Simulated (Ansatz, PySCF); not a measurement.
H₄O, SMILES [OH4+2], charge +2. Atoms are numbered in the order given.

```xyz
5

O      0.0000     0.0000     0.0000
H     -0.6029     0.6029    -0.6029
H      0.6029     0.6029     0.6029
H      0.6029    -0.6029    -0.6029
H     -0.6029    -0.6029     0.6029
```
Charge +2, spin multiplicity 1.

Coordinates come from a r2SCAN-D4/def2-TZVPD optimisation.

Two levels are set side by side: PBE-D3(BJ)/def2-TZVPD (Ansatz, a first-principles code) and r2SCAN-D4/def2-TZVPD (PySCF). Each level has its own optimised geometry; the coordinates shown are those of the second. Frequencies come from the Hessian of PySCF at each geometry. Differences are taken from unrounded values.

```json
[
 {"quantity": "mean bond length (Å)", "r2SCAN-D4": "1.044"},
 {"quantity": "bond O1–H2 (Å)", "r2SCAN-D4": "1.044"},
 {"quantity": "bond O1–H3 (Å)", "r2SCAN-D4": "1.044"},
 {"quantity": "bond O1–H4 (Å)", "r2SCAN-D4": "1.044"},
 {"quantity": "bond O1–H5 (Å)", "r2SCAN-D4": "1.044"},
 {"quantity": "highest harmonic wavenumber (cm⁻¹)", "r2SCAN-D4": "2971"},
 {"quantity": "mean harmonic wavenumber (cm⁻¹)", "r2SCAN-D4": "2104"},
 {"quantity": "zero-point energy (kcal/mol)", "r2SCAN-D4": "27.07"}
]
```

### Question
What does PBE-D3(BJ) give, and how far is it from r2SCAN-D4? (An estimate is asked for; the answer gives what the named calculation found.)

### Answer

| quantity | PBE-D3(BJ) | PBE-D3(BJ) minus r2SCAN-D4 |
|---|---|---|
| mean bond length (Å) | 1.055 | 0.010 |
| bond O1–H2 (Å) | 1.055 | 0.010 |
| bond O1–H3 (Å) | 1.055 | 0.010 |
| bond O1–H4 (Å) | 1.055 | 0.010 |
| bond O1–H5 (Å) | 1.055 | 0.010 |
| highest harmonic wavenumber (cm⁻¹) | 2885 | -86 |
| mean harmonic wavenumber (cm⁻¹) | 2044 | -60 |
| zero-point energy (kcal/mol) | 26.30 | -0.77 |
